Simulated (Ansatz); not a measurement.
System: CH4NSi, charge 0, doublet. CH4NSi (SMILES [H]/[C]=N/[SiH3], doublet).
B3LYP-D3(BJ)/def2-TZVP minimum from Ansatz (a first-principles code):
```
N
C 1 1.2225
H 2 1.1034 1 125.56
Si 1 1.7469 2 136.80 3 -180.00
H 4 1.4767 1 106.90 2 121.10
H 4 1.4767 5 110.03 1 -115.72
H 4 1.4821 5 110.18 6 -121.68
```
Charge 0, spin multiplicity 2.

Wanted: atomisation energy (electronic, to ground-state atoms), in kcal/mol. Radicals and triplets start from unrestricted determinants; spin-orbit coupling is neglected. CBS(X,Y): correlation extrapolated as X^-3, Hartree-Fock from the larger set. A bracket is a step between two methods taken in the basis named. Functionals run without relativity, which enters their misses. Double hybrids freeze cores in their MP2 part. '+ core + X2C': CCSD(T) terms for core correlation (cc-pwCVTZ, 1s frozen past Ne) and scalar relativity (cc-pVTZ-DK). Where a partner has so few electrons that a lower coupled-cluster level is exact, that level stands in.

CCSD(T)/CBS(cc-pV(T+d)Z,cc-pV(Q+d)Z) + [CCSDT(Q) - CCSD(T)]/cc-pV(D+d)Z + core + X2C (Ansatz) gives 559.6 kcal/mol.

Task: How far off this value is PBE/def2-TZVPD (Ansatz), in which direction, and which of these levels come nearer: r2SCAN/def2-TZVPD, B3LYP/def2-TZVPD, wB97M-V/def2-TZVPD, B2PLYP/def2-TZVPD, CCSD(T)/CBS(cc-pV(T+d)Z,cc-pV(Q+d)Z) + core + X2C?

Result: PBE gives 568.9 kcal/mol, 9.3 kcal/mol above it. Differences of the others: r2SCAN/def2-TZVPD (Ansatz) -0.2; B3LYP/def2-TZVPD (Ansatz) 1.4; wB97M-V/def2-TZVPD (Ansatz) 1.9; B2PLYP/def2-TZVPD (Ansatz) -4.5; CCSD(T)/CBS(cc-pV(T+d)Z,cc-pV(Q+d)Z) + core + X2C (Ansatz) -0.8 kcal/mol. Nearer than PBE: r2SCAN/def2-TZVPD, B3LYP/def2-TZVPD, wB97M-V/def2-TZVPD, B2PLYP/def2-TZVPD, CCSD(T)/CBS(cc-pV(T+d)Z,cc-pV(Q+d)Z) + core + X2C.
